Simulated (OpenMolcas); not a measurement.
## neutral caesium: from CASSCF to CASPT2

```
Program             : OpenMolcas 26.06
Basis               : ANO-RCC-VTZP [8s7p4d2f1g]
Scalar Hamiltonian  : DKH2, point nucleus
Active space        : 1 electron in 9 orbitals (5d 6s 6p)
State averaging     : 2S+1 = 2 even, 6 roots; 2S+1 = 2 odd, 3 roots
Spin-orbit coupling : RASSI with atomic mean-field integrals over the reference wave functions, term energies averaged over their components
```

Methods on the same reference wave functions:
A. CASSCF
B. SS-CASPT2, IPEA 0.25 Eh, imaginary shift 0.1 Eh (closed shells correlated: 5s 5p)
C. XMS-CASPT2, IPEA 0.25 Eh, imaginary shift 0.1 Eh (closed shells correlated: 5s 5p)

Energies in cm-1 above 6s 2S 1/2, the measured ground level; measured values from NIST Handbook of Basic Atomic Spectroscopic Data.

```tsv
Level	A	B	C	Measured
6s 2S 1/2	0.0	0.0	0.0	0.0
6p 2P* 1/2	9286	10760	10840	11178
6p 2P* 3/2	9592	11060	11140	11732
5d 2D 3/2	14391	14890	14910	14499
5d 2D 5/2	14531	15030	15050	14597
```

Deviations, from unrounded energies. A percentage is the sum of absolute deviations over the sum of measured energies, with the sign that they share, or ± where signs differ.

| Against measurement | Levels | A | B | C |
| --- | --- | --- | --- | --- |
| mean absolute deviation (cm-1) | 4 | 1100 | 480 | 450 |
| other configurations (%) | 4 | -8.1 | ±3.7 | ±3.5 |

C lies closest to measurement on these levels and A furthest from it. The largest miss of C in the table is 6p 2P* 3/2, by -590 cm-1. The ranking rests on the paired levels alone, and a cruder setting can come out closer through cancelling errors.

Between B and C the level of the table that moves most is 6p 2P* 3/2, by 79 cm-1 (lowest in B, highest in C). Moves below CASPT2's spread within the term are not significant.

The lowest spin-free term lies below A's lowest term by 0.155 hartree in B, 0.156 hartree in C.

CASPT2 does not keep the components of a term degenerate, so their means are used; among the terms shown or strongly mixed into the levels shown the widest spread is 23 cm-1 (5d 2D, C). ANO sets are built for ground and valence states and can reach diffuse excited orbitals poorly. With one active electron the reference holds no correlation, so core polarisation is missing (holds for A). With one active electron, CASPT2 adds the correlation within the correlated inactive shells and between them and that electron, and leaves the splitting within a term as the reference gives it (holds for B; C). Measured partners are found by configuration, term and J. A level has none where our copy of the source lacks it or the pairing is in doubt (some pairs that miss far off the trend of their configuration count as doubtful), and it then counts in no deviation. Levels of configurations outside the active space are missing.

* marks odd parity.
